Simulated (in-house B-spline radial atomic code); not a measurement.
Ionising the dysprosium ion Dy³⁺ with different functionals

Computed with a radial B-spline atomic code at the basis-set limit: four-component Dirac-Coulomb Hamiltonian, Fermi nucleus of rms radius 5.2218 fm, spin-restricted, spherical fractional occupations for the functionals. The ionisation energy is the difference of two self-consistent energies, [Xe] 4f9 → [Xe] 4f8, without Breit or QED terms; ε is the level of the shell that loses the electron (mean over j). The electron is taken from both j subshells in proportion to 2j + 1, so the result is a j average, not the step between ground levels.

Hybrids are left out here: with spherical fractional occupations of an open shell their exact exchange keeps a self-interaction that integer-occupation calculations don't have.

| method | rung | ΔSCF (eV) | -ε(4f) (eV) |
| --- | --- | --- | --- |
| LDA VWN5 | LDA | 44.95 | 34.98 |
| relativistic LDA | LDA | 45.12 | 35.14 |
| LDA PW92 | LDA | 44.94 | 34.98 |
| LDA exchange-only | LDA | ? | ? |
| PBE | GGA | 44.59 | 34.63 |
| PBEsol | GGA | 44.64 | 34.68 |
| BLYP | GGA | 44.39 | 34.45 |
| RPBE | GGA | 44.52 | 34.56 |
| PW91 | GGA | 44.69 | 34.73 |
| BP86 | GGA | 44.69 | 34.73 |
| AM05 | GGA | ? | ? |
| OLYP | GGA | 45.08 | 35.05 |

Question: What does LDA exchange-only give?

Answer: ΔSCF 43.08 eV, and -ε(4f) = 33.18 eV.

Question: What does AM05 give?

Answer: ΔSCF 44.69 eV, and -ε(4f) = 34.72 eV.

Question: How do they compare with the NIST value?

Answer: NIST lists 41.23 eV ± 0.08 (semi-empirical, ground level to ground level). Errors run from +1.85 to +3.89 eV. The correlated functionals all miss on the same side by more than they spread, so the cause is common to them (Breit-QED terms, spin polarisation, the choice among j levels, multiplet and fine-structure energies, or a listed next ion that isn't the cheapest removal here) and closeness doesn't rank the functionals.
